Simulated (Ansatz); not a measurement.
```xyz
2

Al    0.0000    0.0000   -1.3786
P     0.0000    0.0000    1.3786
```

Basis set: 6-31G (spherical functions). Left uncorrelated: 10 orbitals. Correlation on ROHF uses semicanonical orbitals with singles. Charge 0, multiplicity 3.

Computed with Ansatz (development build ahead of 0.2.0); the reference of a correlated method needn't be the lowest determinant of its kind.

**Question.** Give the atomization energy at this shape (free ground-state atoms in the same class of orbitals less the molecule, no zero-point energy) of triplet AlP by ROHF-CCSD(T), UHF-BCCD(T).

**Answer.**

```json
{"method": "ROHF-CCSD(T)", "atomization energy": "1.20 eV"}
{"method": "UHF-BCCD(T)", "atomization energy": "1.20 eV"}
```

Caution: the reference determinant was not shown to be the lowest.

This basis has no polarisation functions and is too small for such energies, which can lie far from measured ones in either direction.
